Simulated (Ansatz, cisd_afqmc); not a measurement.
Species: Br, charge 0, doublet.

Total energies in aug-cc-pVTZ, 7 correlated electrons, 14 frozen orbitals. Radicals and triplets start from unrestricted determinants; spin-orbit coupling is neglected. Cores are frozen in correlated methods (noble-gas shells, and filled d and f shells in the p block). No relativity. AFQMC/CISD: phaseless, guided by CISD from CCSD amplitudes; bars are statistical, one sigma. Outlying blocks are dropped, and bars are widened where a walk drifts. Over all cases where full CI ran beside it in this data, AFQMC minus full CI had a median of +0.1 mEh and passed +0.4 mEh in a tenth of the cases. Spin-orbit terms, left out, reach several kcal/mol for Br and I, and more for heavier atoms.

| method | program | energy (Eh) | minus CCSDTQ (mEh) |
|---|---|---|---|
| HF | Ansatz | -2572.44550 | 161.55 |
| MP2 | Ansatz | -2572.58176 | 25.29 |
| CCSD | Ansatz | -2572.60130 | 5.74 |
| CCSD(T) | Ansatz | -2572.60630 | 0.75 |
| CCSDT(Q) | Ansatz | -2572.60703 | 0.01 |
| CCSDTQ | Ansatz | -2572.60705 | 0.00 |
| AFQMC/CISD | cisd_afqmc | -2572.6069 ± 0.0002 | 0.2 ± 0.2 |

Ansatz is an electronic-structure program.
